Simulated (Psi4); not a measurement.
HS₂, doublet, geometry from GFN2-xTB. Base run: HF/cc-pVDZ (Psi4).

Here is a job for Psi4.
```
memory 2 GB

molecule mol {
0 2
  S     0.910678   -0.451848   -0.020820
  S    -0.805737    0.486376    0.019108
  H    -1.679054   -0.552451    0.027386
}

set basis cc-pvdz
set reference uhf
set stability_analysis check
set scf_type pk

energy('scf')
print_variables()
```

The bond that is stretched is that between atoms 3 and 2. A test that says stable can miss a lower solution.

Each row names what was changed in the base input (with any setting that the change needs).

| change | ΔE vs base (kcal/mol) | <S^2> |
|---|---|---|
| base | 0.000 | 0.762 |
| stability_analysis = follow; reference = uhf | 0.000 | 0.762 |
| bond × 1.25 | 22.98 | 0.769 |
| stability_analysis = follow; reference = uhf; bond × 1.25 | 22.98 | 0.769 |
| bond × 1.5 | 56.89 | 0.764 |
| stability_analysis = follow; reference = uhf; bond × 1.5 | 47.41 | 1.367 |
| bond × 1.8 | 90.9 | 0.765 |
| stability_analysis = follow; reference = uhf; bond × 1.8 | 47.96 | 1.682 |
| bond × 2.2 | 122.4 | 0.769 |
| stability_analysis = follow; reference = uhf; bond × 2.2 | 54.23 | 1.755 |
| bond × 3.0 | 155.4 | 0.790 |
| stability_analysis = follow; reference = uhf; bond × 3.0 | 47.18 | 1.782 |

Psi4 reported an instability in these rows: bond × 1.5; stability_analysis = follow; reference = uhf; bond × 1.5; bond × 1.8; stability_analysis = follow; reference = uhf; bond × 1.8; bond × 2.2; stability_analysis = follow; reference = uhf; bond × 2.2; bond × 3.0; stability_analysis = follow; reference = uhf; bond × 3.0 (restricted rows aren't judged here).

On stretching, the SCF can end on different states; <S^2> shows the spin contamination of each.
